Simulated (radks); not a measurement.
Problem. These are the eigenvalues of the occupied orbitals of an atom or ion with whole-number occupations (eV). Calculated with a radial shooting solver on a logarithmic mesh with Libxc functionals: scalar-relativistic Kohn-Sham, LDA (Slater exchange, Perdew-Wang correlation), spin-polarised, spherical densities, point nucleus.

orbital  eigenvalue
1s         -59.5965

Which element is it, and in what charge state? The configuration may be excited. Open shells, if any, are filled with parallel spins first.

Solution. Z = 3, lithium, charge +1: Li+ in [He]. The 1s level, -2.1901 hartree, gives Z - s = 2.1 by -(Z - s)^2/2, which with screening and relativity narrows Z to a few neighbours, and with so few levels the electron count can be read from the list.
